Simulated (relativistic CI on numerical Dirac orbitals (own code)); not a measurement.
# One change at a time: Tc IX

Base calculation: Dirac-Coulomb-Breit CI, separate exchange-only KLI orbitals for each configuration, model QED (radiative potential, 1s self-energy scaled to tabulated hydrogen-like ionisation energies), unscaled Slater integrals.

Configuration list (outside the closed core [Ar] 3d10): 4s2 4p5, 4s 4p6, 4s2 4p4 4d, 4s 4p5 4d, 4s2 4p4 4f, 4s 4p5 4f, 4s2 4p4 5s, 4p6 4d, 4s2 4p4 5p, 4s 4p4 4d2, 4s2 4p3 4d 5p, 4p6 5s, 4p5 4d2, 4p4 4d3, 4p4 4d2 4f, 4p4 4d2 5s. Double excitations out of closed p, d and f shells are left out; levels of such configurations are missing from the list, as are those of other unlisted configurations, and high levels can miss mixing partners. These lack a partner that the ground configuration has and come out too high: 4s2 4p4 5p.

Variants: (1) only the first 3 configurations. Shifts of the energy above 4s2 4p5 2P°_3/2, in cm⁻¹, for the lowest level and the first level of each name with at least 55 % of one term (blank where a level changes its place among those of its configuration and J or its character, or is not in the variant):

```
            Level    Base   Δ(1)
  4s2 4p5 2P°_3/2       0      0
  4s2 4p5 2P°_1/2   27692   +379
    4s 4p6 2S_1/2  240348  +7267
4s2 4p4 4d 4D_5/2  328134  +3823
4s2 4p4 4d 4D_7/2  329565  +3730
4s2 4p4 4d 4D_3/2  329590  +3937
4s2 4p4 4d 4D_1/2  332901  +4238
4s2 4p4 4d 4F_9/2  347114  +2902
4s2 4p4 4d 2P_1/2  355071  +5474
4s2 4p4 4d 4P_1/2  361538  +4932
4s2 4p4 4d 4F_5/2  363800  +3204
4s2 4p4 4d 4P_5/2  373142  +4358
4s2 4p4 4d 2D_5/2  381422  +4824
4s2 4p4 4d 2G_7/2  385699  +3693
```

At this charge configurations can still be misplaced by up to about 7 % of their energy.

Ionisation energy from the two ground configurations alone: base 169.315 eV. The NIST ASD value (theoretical) is 169 eV.

LS names give the leading component of a level, which can be under half, so a name can repeat, a term be missing and a line seem to break the LS rules.
